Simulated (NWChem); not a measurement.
System: C2H8BNO; SMILES O(C)B(C)N

Input file for NWChem:

```
start job
memory heap 200 mb stack 900 mb global 1100 mb
geometry units angstroms noautoz
  B      0.007790     0.477679     0.003497
  C     -0.783213     1.846226    -0.000113
  H     -1.866891     1.680173     0.079258
  H     -0.595452     2.411351    -0.928400
  H     -0.474232     2.497616     0.833842
  O     -0.730862    -0.681219     0.003626
  C     -0.131300    -1.940557    -0.001965
  H      0.497571    -2.107482     0.892873
  H     -0.919143    -2.708651    -0.006015
  H      0.498888    -2.099440    -0.897350
  N      1.419907     0.443671     0.001750
  H      1.974205    -0.400774    -0.001186
  H      1.973589     1.287934     0.001515
end
basis spherical
  * library 6-31g*
end
dft
  xc xwpbe 1.00 cpbe96 1.0 hfexch 1.00
  cam 0.5 cam_alpha 0.0 cam_beta 1.0
  iterations 150
  vectors input atomic output neutral.movecs
end
task dft energy
charge 1
dft
  odft
  mult 2
  vectors input atomic output cation.movecs
end
task dft energy
```

All runs use the structure optimised with PBE0/def2-SVP. No frequency run checked for a minimum.

Ions are spin-unrestricted doublets at the neutral geometry; other ion states weren't tried. Functional: LC-ωPBE (HJS hole) with 6-31G*; the question gives the range parameter ω in 1/bohr.

Problem. Give the results of this calculation. (LC-wPBE (HJS exchange hole, range parameter 0.5 per bohr)/6-31G* (spherical d), vertical spin-unrestricted ions.) Quantities: vertical ionisation energy, ΔSCF (eV); −ε(HOMO) (eV).

Solution. 
```
Quantity                               Result
-------------------------------------  ------
vertical ionisation energy, ΔSCF (eV)   10.10
−ε(HOMO) (eV)                           10.64
```
